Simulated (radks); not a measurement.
Question: The mean radii <r> (bohr) of the occupied orbitals of an atom or ion are listed with their occupations. Calculated with a radial shooting solver on a logarithmic mesh with Libxc functionals: scalar-relativistic Kohn-Sham, PBE, spin-polarised, spherical densities, point nucleus.

| orbital | occ. | <r> |
|---|---|---|
| 1s | 2 | 0.04276 |
| 2s | 2 | 0.1884 |
| 2p | 6 | 0.1645 |
| 3s | 2 | 0.4933 |
| 3p | 6 | 0.4870 |
| 4s | 2 | 1.013 |

Name the element and its charge. Open shells, if any, are filled with parallel spins first.

Answer: Z = 35, bromine, charge +15: Br15+ in [Ar] 4s2. The 1s radius gives Z: for a bare nucleus <r> = (2 gamma + 1)/(2Z) with gamma = sqrt(1 - (Z/c)^2), 0.04191 bohr for Z = 35, and screening makes it slightly larger (0.04276 here). The occupations add up to 20, and the charge is Z minus that.
